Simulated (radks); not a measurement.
Trend from Lu to Hg: ionisation energy by Delta-SCF between NIST ground configurations, and size. Calculated with a radial shooting solver on a logarithmic mesh with Libxc functionals: Dirac Kohn-Sham, BLYP, spin-unpolarised, spherical densities, finite nucleus; open shells are shared between the two j in proportion to 2j + 1; Fermi nuclear charge, rms radius of each element as measured or else 0.836 A^(1/3) + 0.57 fm.

species	configuration	IE (eV)	NIST (eV)	kind	outermost	<r> outermost (bohr)	r at 0.001 e/bohr^3 (bohr)
Lu	[Xe] 4f14 5d1 6s2	5.154	5.426	exp.	6s1/2	3.64	5.06
Hf	[Xe] 4f14 5d2 6s2	6.380	6.825	exp.	6s1/2	3.45	4.99
Ta	[Xe] 4f14 5d3 6s2	8.394	7.550	exp.	6s1/2	3.31	4.90
W	[Xe] 4f14 5d4 6s2	8.816	7.864	exp.	6s1/2	3.19	4.81
Re	[Xe] 4f14 5d5 6s2	9.191	7.834	exp.	6s1/2	3.08	4.71
Os	[Xe] 4f14 5d6 6s2	9.533	8.438	exp.	6s1/2	2.99	4.63
Ir	[Xe] 4f14 5d7 6s2	9.850	8.967	exp.	6s1/2	2.91	4.54
Pt	[Xe] 4f14 5d9 6s1	9.249	8.959	exp.	6s1/2	2.94	4.38
Au	[Xe] 4f14 5d10 6s1	9.477	9.226	exp.	6s1/2	2.88	4.30
Hg	[Hg]	10.700	10.438	exp.	6s1/2	2.71	4.33

Reference values: NIST Atomic Spectra Database (exp. = measured, semi-emp. = semi-empirical, theory = theoretical value adopted there). Spin polarisation and multiplet splitting are left out, so open shells lie too high by an amount that depends on their filling. Sharing an open shell by 2j + 1 raises it above the true ground level by a part of the spin-orbit splitting, which enters the differences from NIST.

Beside tabulated values, note that spin-unpolarised runs miss the spin-polarisation part of the exchange energy of open shells.
